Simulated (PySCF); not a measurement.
Tc (technetium, neutral) across methods

[Kr] 4d4 5s2 6s1, high-spin 6D determinant (an excited configuration). Computed with PySCF 2.14 in def2-QZVPP with one added diffuse shell each of s, p, d, f, g type with the def2 core potential (28 electrons) (8s6p5d5f3g, 113 functions), with scalar relativity through the core potential.

```tsv
method	E (hartree)	mean ε 5s α (eV)	mean ε 5s β (eV)	mean ε 6s α (eV)	Σ⟨r²⟩ (bohr²)	⟨S²⟩
PBE0	-80.3261	-10.396	-9.047	-1.914	120.0	8.755
LDA	-80.1525	-9.886	-8.645	-1.631	117.4	8.753
UHF	-79.75963	-12.014	-10.255	-2.351	128.5	8.761
PBE	-80.3469	-9.624	-8.320	-1.660	117.8	8.754
r2SCAN	-80.3654	-9.827	-8.517	-1.635	118.9	8.764
```

Energies and moments cover only the electrons outside the core potential. The outer electron is Rydberg-like, and this basis confines it to a smaller radius and binds it less than a complete one would.
